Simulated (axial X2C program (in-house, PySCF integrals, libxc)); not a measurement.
**Potential curves of TiSe⁺, 2c**

All values were computed with an in-house all-electron X2C program for linear molecules (integrals from PySCF). Two-component (2c) means X2C with spin–orbit coupling and atomic mean-field two-electron Coulomb and Gaunt terms. Basis: Se dyall-cv3z [8s9p6d4f1g], Ti dyall-cv3z [10s10p6d4f2g] (cores contracted in-house); Gaussian nuclei, density fitting, unrestricted open shells. Masses: Se 79.917 u, Ti 47.948 u.

State: Ω = 3/2 (⟨Sz⟩ = -0.53, ⟨Lz⟩ = 2.03 at HF). Energies in kJ/mol from the lowest point of each curve. Fits are polynomials in 1 − R0/R over 0.85 to 1.23 times the lowest point R0.

```tsv
R (Å)	HF	PBE0
1.8949	269.53	118.76
1.9820	182.87	47.62
2.0473	125.34	17.96
2.1127	81.09	3.41
2.1780	48.39	0.00
2.2542	22.42	5.41
2.3305	7.19	17.09
2.4285	0.00	37.31
2.5483	5.05	65.98
2.7225	29.37	109.56
```

Occupations by symmetry block were frozen at the best pattern of an incomplete PBE0 search. Density functionals use the spin component along the axis (collinear). The functionals have no current-density term, which raises determinants with orbital currents, atoms included. The determinant is spin-polarised beyond a pure state at some levels (its spin-free form has ⟨S²⟩ too high), which makes Re and μ there less reliable.

(1) Fit the HF curve near its minimum: give the equilibrium distance and the harmonic wavenumber.

(2) What are Re and ωe at the PBE0 level?

Answers

(1) At HF, 2c: Re = 2.442 Å, ωe ≈ 311 cm⁻¹; Be follows as 0.0943 cm⁻¹.

(2) At PBE0, 2c: Re = 2.171 Å, ωe ≈ 416 cm⁻¹; Be follows as 0.119 cm⁻¹.
